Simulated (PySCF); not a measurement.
C3H8NOSi2 (doublet state).
Geometry (GFN2-xTB, Å), atoms numbered from 1 in this order:
```
atom  x, y, z in Å
O1     3.585   -0.913   -0.474
C2     2.868   -0.145   -1.070
N3     1.613    0.196   -0.960
Si4    0.515    0.421    0.287
C5    -1.064    1.336   -0.291
Si6   -2.147   -0.237   -0.220
C7    -0.589   -1.224    0.270
H8     3.290    0.404   -1.960
H9     0.943    0.790    1.637
H10   -0.970    1.757   -1.286
H11   -1.375    2.136    0.373
H12   -2.734   -0.658   -1.489
H13   -3.141   -0.224    0.855
H14   -0.227   -1.946   -0.451
H15   -0.573   -1.685    1.251
```

The hyperfine couplings belong to this conformer and change with its torsions.

Identity: `O=C[N][SiH]1C[SiH2]C1` [radical].

Level of theory: UKS B3LYP, pcH-1 on C H N O Si, non-relativistic, mean-field spin-orbit, GIAO (PySCF 2.14.0). Geometry: GFN2-xTB, one conformer, isolated molecule. Couplings are sensitive to structure, and on GFN2-xTB geometries they can be far from those on DFT ones. The frame is twisted about the C2–N3 bond at this geometry (dihedral O1–C2–N3–Si4 = 36°); couplings at other torsion angles weren't computed. The SCF solution wasn't tested for stability.

Q: Where do the isotropic ENDOR lines of N3, H8, H9, H10/H14, H11/H15, H13 and H12 fall at 3348.4 mT, to first order?

A: For S = 1/2 in fast tumbling each set of equivalent nuclei gives two lines, ν± = |νn ± a/2| to first order, with νn = g_N μN B/h and μN/h = 7.62259 MHz/T.

| nuclei | isotope | g_N | νn (MHz) | a_iso (MHz) | lower line (MHz) | upper line (MHz) |
| --- | --- | --- | --- | --- | --- | --- |
| N3 | 14N | 0.4038 | 10.31 | 36.46 | 7.92 | 28.53 |
| H8 | 1H | 5.5857 | 142.57 | 154.42 | 65.35 | 219.78 |
| H9 | 1H | 5.5857 | 142.57 | -7.22 | 138.96 | 146.17 |
| H10/H14 | 1H | 5.5857 | 142.57 | -6.47 | 139.33 | 145.80 |
| H11/H15 | 1H | 5.5857 | 142.57 | 4.28 | 140.43 | 144.70 |
| H13 | 1H | 5.5857 | 142.57 | 3.15 | 140.99 | 144.14 |
| H12 | 1H | 5.5857 | 142.57 | 2.03 | 141.55 | 143.58 |

Q: Which pairs are centred on the nuclear Larmor frequency, and which on half the coupling?

A: Centred on νn, since |a| < 2νn: H8, H9, H10/H14, H11/H15, H13 and H12. Centred on |a|/2 and split by 2νn: N3.

Q: At what field would the lower line of N3 fall to zero frequency?

A: Where νn = |a|/2, that is B = 18.23 MHz/(0.4038 × 7.62259 MHz/T) = 5920 mT, as far as first order holds there.

Means are taken over nuclei equivalent by connectivity, which assumes that they swap fast. The 1H value of -6.5 MHz is a mean of couplings from -11.6 to -1.3 MHz in this one geometry, not an average over conformers.

Largest spin populations (Mulliken): N3 (+0.71), C7 (+0.19), O1 (+0.09) and H8 (+0.07).
